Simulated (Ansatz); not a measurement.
Basis sets compared for the cluster Be4S4⁺. The state is a doublet with charge 1. Geometry PBE-D4/def2-SVP. Ansatz on 4 threads of Intel Xeon Platinum 8488C on a shared host; times are rough, and most runs start from earlier orbitals.

```
atom   x (Å)   y (Å)   z (Å)
 Be1   1.168  -0.792   0.615
 Be2   0.273   0.111  -1.372
 Be3  -1.141  -0.812   0.121
 Be4  -0.410   1.405   0.479
  S5  -1.631   0.845  -1.019
  S6   1.632   1.174   0.028
  S7  -0.227  -0.039   1.998
  S8   0.335  -1.892  -0.849
```

The structure comes from a short search, and lower isomers may exist.

| level | functions | energy (Eh) | HOMO (eV) | LUMO (eV) | wall time |
| --- | --- | --- | --- | --- | --- |
| PBE-D4/def2-SVP | 108 | -1650.4607 | -11.86 | -10.98 | 1.9 s |
| PBE0-D4/def2-SVP | 108 | -1650.6080 | -13.12 | -10.23 | 2.5 s |

(1) Estimate the rows for PBE-D4/def2-TZVP (with forces), PBE0-D4/def2-TZVP.

## Answers

(1) 
```tsv
level	functions	energy (Eh)	HOMO (eV)	LUMO (eV)	wall time
PBE-D4/def2-TZVP (with forces)	224	-1651.0874	-11.55	-10.64	3.6 s
PBE0-D4/def2-TZVP	224	-1651.2346	-12.79	-9.83	8 s
```
